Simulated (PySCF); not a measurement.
## Radial density of Kr+ (krypton, charge +1)

UHF, [Ar] 3d10 4s1 4p6, 2S determinant (an excited configuration). All numbers are calculated (PySCF 2.14, scalar relativity by spin-free X2C-1e, in x2c-QZVPPall (11s8p5d4f1g, 97 functions)).

| r (bohr) | 4πr²ρ (e/bohr) | 4πr²(ρα − ρβ) |
| --- | --- | --- |
| 0.000726 | 0.3688 | 0.0003 |
| 0.00122 | 0.9115 | 0.0008 |
| 0.00206 | 2.204 | 0.0020 |
| 0.00346 | 5.148 | 0.0047 |
| 0.00581 | 11.29 | 0.0103 |
| 0.00978 | 22.24 | 0.0197 |
| 0.0165 | 36.56 | 0.0296 |
| 0.0277 | 44.90 | 0.0271 |
| 0.0465 | 39.14 | 0.0104 |
| 0.0783 | 40.45 | 0.0460 |
| 0.132 | 53.58 | 0.0896 |
| 0.221 | 34.04 | -0.0122 |
| 0.373 | 35.50 | 0.2213 |
| 0.627 | 25.01 | -0.0176 |
| 1.05 | 6.227 | 0.7819 |
| 1.77 | 4.323 | 0.6519 |
| 2.98 | 0.7972 | -0.0391 |
| 5.02 | 0.01553 | -0.0054 |

Densities and radii are taken from the X2C orbitals without a picture-change correction, which distorts them close to the nucleus.

(1) Where is the radial spin density 4πr²(ρα − ρβ) most negative, and why is it negative at all?

Answers

(1) Around r = 2.98 bohr, down to -0.0391 e/bohr: exchange with the open shell polarises the paired shells in an unrestricted calculation.
